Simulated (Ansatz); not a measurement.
Program: Ansatz. Geometries: PBE0-D4/def2-TZVP. ΔE: electronic, gas phase. CCSD(T)/CBS adds triple-zeta CCSD(T) − MP2 to the extrapolated MP2 energy (def2 sets, frozen cores). This one scheme is used for every species. Functionals use def2-TZVPP. B3LYP here is the variant with VWN-RPA as its local correlation; programs differ in this. HSE06 is defined as in plane-wave codes. One conformer a species, not always the lowest.

`OCB[SiH3]` + H₂ → `CB[SiH3]` + H₂O  (hydrogenolysis of a C–O bond)

`OCB[SiH3]`:

```xyz
11

O    -2.355    0.798   -0.112
C    -1.031    0.584    0.326
B    -0.178   -0.309   -0.606
Si    1.740   -0.736   -0.152
H    -2.805    1.360    0.524
H    -0.995    0.123    1.332
H    -0.477    1.534    0.455
H    -0.654   -0.757   -1.609
H     2.212   -0.105    1.114
H     2.635   -0.280   -1.254
H     1.908   -2.212   -0.018
```

H₂:

Z-matrix (Å, degrees):
```
H
H 1 0.746
```

`CB[SiH3]`:

Z-matrix (Å, degrees):
```
C
B 1 1.550
H 1 1.092 2 114.9
H 1 1.106 2 102.7 3 113.8
H 1 1.091 2 116.1 3 -131.0
Si 2 2.018 1 124.4 3 151.8
H 2 1.201 1 118.6 3 -30.5
H 6 1.494 2 107.9 1 -112.4
H 6 1.491 2 111.7 1 130.1
H 6 1.491 2 114.0 1 7.1
```

H₂O:

```xyz
3

O     0.104    0.375    0.009
H    -0.656   -0.031    0.431
H     0.553   -0.344   -0.440
```

Task: Is it downhill or uphill in electronic energy at CCSD(T)/CBS, and by how much? (Best estimate.)

Result: Ansatz gave: Downhill: ΔE = -124.3 kJ/mol.

Task: What do these levels give: PBE0-D4, r2SCANh-D4, B2PLYP, PBE-QIDH, B3LYP, r2SCANh, r2SCAN0, HSE06, LC-ωPBE, HF/def2-SVP, CCSD(T)/def2-TZVPP, SCS-MP2/def2-QZVPP? (Estimate.)

Result: Computed: PBE0-D4 -119.2, r2SCANh-D4 -118.1, B2PLYP -121.3, PBE-QIDH -124.6, B3LYP -119.6, r2SCANh -118.8, r2SCAN0 -121.9, HSE06 -121.0, LC-ωPBE -122.2, HF/def2-SVP -123.4, CCSD(T)/def2-TZVPP -122.0, SCS-MP2/def2-QZVPP -124.3 kJ/mol.

Largest T1 diagnostic among the species: 0.012.

In def2-TZVPP, CCSD(T) changes the Hartree–Fock value by +6.2 kJ/mol (the triples alone add +2.9 kJ/mol) and MP2 by +3.1 kJ/mol. At CCSD(T), def2-SVP lies +9.7 kJ/mol from the extrapolated value and def2-TZVPP +2.2 kJ/mol. Leaving LDA and LC-ωPBE aside and taking each functional with its dispersion term where it has one, the values, not all of them listed here, spread over 15.4 kJ/mol, from PBE-QIDH to revPBE-D4. LDA lies +5.3 kJ/mol from PBE without D4.
